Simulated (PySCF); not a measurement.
C6H14Ge, SMILES CC(C)(C)/C=[CH]\[GeH3], singlet, GFN2-xTB optimised geometry.

```
21

C      2.81    -0.61     0.00
C      1.27    -0.61     0.00
C      0.77    -1.30     1.28
C      0.78    -1.38    -1.23
C      0.79     0.82     0.00
C     -0.43     1.28    -0.27
Ge    -2.08     0.40    -0.80
H      3.19    -0.08     0.87
H      3.19    -0.12    -0.90
H      3.19    -1.63     0.02
H      1.14    -0.78     2.16
H     -0.32    -1.29     1.30
H      1.11    -2.33     1.31
H      1.25    -2.35    -1.27
H     -0.30    -1.52    -1.19
H      1.03    -0.83    -2.14
H      1.55     1.54     0.29
H     -0.56     2.35    -0.19
H     -2.10     0.02    -2.25
H     -3.19     1.37    -0.59
H     -2.42    -0.83    -0.02
```

Density from B3LYP/def2-SVP (PySCF) at that geometry.

Minimum of the electron density along straight lines between bonded atoms, close to the bond critical point (lines longer than 1.1 times the sum of covalent radii, or with two minima, are not listed):

```json
[
 {"bond": "C1–C2", "length / Å": "1.533", "ρ at the minimum / e bohr⁻³": "0.244", "∇²ρ there / e bohr⁻⁵": "-0.56", "position (fraction from the first atom)": "0.50"},
 {"bond": "C2–C3", "length / Å": "1.534", "ρ at the minimum / e bohr⁻³": "0.242", "∇²ρ there / e bohr⁻⁵": "-0.55", "position (fraction from the first atom)": "0.50"},
 {"bond": "C2–C4", "length / Å": "1.529", "ρ at the minimum / e bohr⁻³": "0.245", "∇²ρ there / e bohr⁻⁵": "-0.56", "position (fraction from the first atom)": "0.50"},
 {"bond": "C2–C5", "length / Å": "1.509", "ρ at the minimum / e bohr⁻³": "0.257", "∇²ρ there / e bohr⁻⁵": "-0.61", "position (fraction from the first atom)": "0.49"},
 {"bond": "C5–C6", "length / Å": "1.327", "ρ at the minimum / e bohr⁻³": "?", "∇²ρ there / e bohr⁻⁵": "?", "position (fraction from the first atom)": "0.51"},
 {"bond": "C6–Ge7", "length / Å": "1.945", "ρ at the minimum / e bohr⁻³": "0.129", "∇²ρ there / e bohr⁻⁵": "?", "position (fraction from the first atom)": "0.53"},
 {"bond": "C1–H8", "length / Å": "1.088", "ρ at the minimum / e bohr⁻³": "0.277", "∇²ρ there / e bohr⁻⁵": "-1.01", "position (fraction from the first atom)": "0.62"},
 {"bond": "C1–H9", "length / Å": "1.088", "ρ at the minimum / e bohr⁻³": "0.277", "∇²ρ there / e bohr⁻⁵": "-1.01", "position (fraction from the first atom)": "0.62"},
 {"bond": "C1–H10", "length / Å": "1.088", "ρ at the minimum / e bohr⁻³": "0.277", "∇²ρ there / e bohr⁻⁵": "-1.01", "position (fraction from the first atom)": "0.62"},
 {"bond": "C3–H11", "length / Å": "1.088", "ρ at the minimum / e bohr⁻³": "0.277", "∇²ρ there / e bohr⁻⁵": "-1.02", "position (fraction from the first atom)": "0.62"},
 {"bond": "C3–H12", "length / Å": "1.088", "ρ at the minimum / e bohr⁻³": "0.278", "∇²ρ there / e bohr⁻⁵": "-1.02", "position (fraction from the first atom)": "0.63"},
 {"bond": "C3–H13", "length / Å": "1.088", "ρ at the minimum / e bohr⁻³": "0.277", "∇²ρ there / e bohr⁻⁵": "-1.01", "position (fraction from the first atom)": "0.62"},
 {"bond": "C4–H14", "length / Å": "1.088", "ρ at the minimum / e bohr⁻³": "0.277", "∇²ρ there / e bohr⁻⁵": "-1.01", "position (fraction from the first atom)": "0.62"},
 {"bond": "C4–H15", "length / Å": "1.088", "ρ at the minimum / e bohr⁻³": "0.277", "∇²ρ there / e bohr⁻⁵": "-1.01", "position (fraction from the first atom)": "0.62"},
 {"bond": "C4–H16", "length / Å": "1.088", "ρ at the minimum / e bohr⁻³": "0.277", "∇²ρ there / e bohr⁻⁵": "-1.02", "position (fraction from the first atom)": "0.63"},
 {"bond": "C5–H17", "length / Å": "1.086", "ρ at the minimum / e bohr⁻³": "0.281", "∇²ρ there / e bohr⁻⁵": "-1.05", "position (fraction from the first atom)": "0.63"},
 {"bond": "C6–H18", "length / Å": "1.086", "ρ at the minimum / e bohr⁻³": "0.277", "∇²ρ there / e bohr⁻⁵": "-1.01", "position (fraction from the first atom)": "0.63"},
 {"bond": "Ge7–H19", "length / Å": "1.497", "ρ at the minimum / e bohr⁻³": "0.141", "∇²ρ there / e bohr⁻⁵": "0.08", "position (fraction from the first atom)": "0.59"},
 {"bond": "Ge7–H20", "length / Å": "1.498", "ρ at the minimum / e bohr⁻³": "0.141", "∇²ρ there / e bohr⁻⁵": "0.09", "position (fraction from the first atom)": "0.59"},
 {"bond": "Ge7–H21", "length / Å": "1.498", "ρ at the minimum / e bohr⁻³": "0.141", "∇²ρ there / e bohr⁻⁵": "0.08", "position (fraction from the first atom)": "0.59"}
]
```

### Question
Fill in the missing entries.

### Answer

- C5–C6, ρ at the minimum / e bohr⁻³: 0.342
- C5–C6, ∇²ρ there / e bohr⁻⁵: -0.91
- C6–Ge7, ∇²ρ there / e bohr⁻⁵: 0.06
